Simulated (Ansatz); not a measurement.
Ta₄⁺, relaxed as a doublet with UKS r2SCAN-D4/def2-SVP in Ansatz, starting from the GFN1-xTB geometry. Force threshold 0.02 eV/Å.

In the def2 sets Ta takes a core potential; there is no spin–orbit coupling. The structure comes from a short search, and lower isomers may exist.

Start:

```tsv
atom	x (Å)	y (Å)	z (Å)
Ta1	-0.4727	-1.1705	1.0299
Ta2	0.3967	1.3378	0.8425
Ta3	1.2940	-0.5132	-0.8466
Ta4	-1.2180	0.3460	-1.0258
```

| step | energy (eV) | largest force component (eV/Å) | SCF passes |
| --- | --- | --- | --- |
| 1 | -6196.5369 | 2.096 | 184 |
| 2 (rejected) | -6195.5888 | 6.318 | 53 |
| 3 | -6196.8767 | 0.748 | 55 |
| 4 | -6196.8925 | 0.289 | 50 |
| 5 | -6196.9043 | 0.069 | 46 |
| 6 | -6196.9048 | 0.008 | 42 |
| 7 | -6196.9048 | 0.001 | 42 |

Force components are those of the run's own axes.

End:

```csv
atom,x (Å),y (Å),z (Å)
Ta1,-0.422,-1.114,0.995
Ta2,0.334,1.305,0.842
Ta3,1.230,-0.543,-0.846
Ta4,-1.142,0.351,-0.991
```

By distances, no bond broke or formed. The bond that changes most is Ta1–Ta2, from 2.66 to 2.54 Å (atoms count from 1).

The force fell under the threshold at step 6, but the optimiser went on. No frequencies were taken in this run, so the end may be a saddle point.

Run time 72 s (4 threads of Arm Neoverse V2 on a shared host).
